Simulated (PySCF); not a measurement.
Gas-phase reaction: 4 GeHF3 ⇌ 3 GeF2 + GeH4 + 6 F

Energies from PySCF (xtb for GFN2), thermal terms from the rigid-rotor harmonic-oscillator model, ideal gas at 1 bar. † marks an energy on the PBE0/def2-TZVP geometry and frequencies; other levels use their own. MP2 freezes the core. Open shells (unrestricted): F (multiplicity 2); the rest are closed-shell singlets. GFN2 has no spin-polarisation term. Spin-orbit splitting is ignored; it lowers the true energy and changes the entropy of F. Ge: all electrons, no relativistic terms. GeHF3: computed as isolated molecules; such fragments, hydroxides, amides, oligomers or adducts are transient or little studied in the gas. MP2 isn't extrapolated to the basis-set limit.

```csv
level,"ΔH°(298 K), kJ"
GFN2-xTB,1930
M06-2X/def2-TZVP†,2659
MP2/def2-TZVPP†,[?]
PBE0/def2-TZVP,2479
r2SCAN/def2-TZVP†,[?]
```

Fill in the missing entries.


- MP2/def2-TZVPP†, ΔH°(298 K), kJ: 2741
- r2SCAN/def2-TZVP†, ΔH°(298 K), kJ: 2562
